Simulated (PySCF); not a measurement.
A homologous series of growing length: n-germane methyl/methyl. Gas-phase values, no solvent. One relaxed conformer stands for each flexible species; it need not be the lowest. Strings in code marks are SMILES. All members: neutral, multiplicity 1. Level: PBE-D3(BJ)/def2-TZVP // PBE0-D3(BJ)/def2-SVP (PySCF). 

```json
[
 {"species": "`[CH3][GeH2][GeH2][GeH2][GeH2][GeH2][GeH2][CH3]`", "n (atoms other than H)": "8", "1/n": "0.1250", "HOMO–LUMO gap (eV)": "withheld"},
 {"species": "`[CH3][GeH2][GeH2][GeH2][GeH2][GeH2][CH3]`", "n (atoms other than H)": "7", "1/n": "0.1429", "HOMO–LUMO gap (eV)": "4.84"},
 {"species": "`[CH3][GeH2][GeH2][GeH2][GeH2][CH3]`", "n (atoms other than H)": "6", "1/n": "0.1667", "HOMO–LUMO gap (eV)": "5.23"},
 {"species": "`[CH3][GeH2][GeH2][GeH2][CH3]` (C–Ge–Ge–Ge torsion 180°, Ge–Ge–Ge–C torsion 180°)", "n (atoms other than H)": "5", "1/n": "0.2000", "HOMO–LUMO gap (eV)": "5.80"},
 {"species": "`[CH3][GeH2][GeH2][CH3]` (C–Ge–Ge–C torsion 179°)", "n (atoms other than H)": "4", "1/n": "0.2500", "HOMO–LUMO gap (eV)": "6.05"},
 {"species": "`[CH3][GeH2][CH3]`", "n (atoms other than H)": "3", "1/n": "0.3333", "HOMO–LUMO gap (eV)": "7.60"}
]
```

Task: Fit HOMO–LUMO gap = a + b·x to the 5 complete rows by least squares, with x = 1/n. Give a, b and the rms residual, and predict the withheld value.

Result: Means of the 5 rows: x̄ = 0.21858, ȳ = 5.904 eV. Σ(x − x̄)² = 0.022912 and Σ(x − x̄)(y − ȳ) = 0.31658, so b = 13.817 and a = ȳ − b·x̄ = 2.884 eV. The rms residual is 0.155 eV. At x = 0.125 the line gives 4.61 eV, outside the range of the fitted rows. The run for `[CH3][GeH2][GeH2][GeH2][GeH2][GeH2][GeH2][CH3]` gave 4.56 eV, so the line is off by 0.05 eV, within twice the rms residual.

Codes: PySCF.
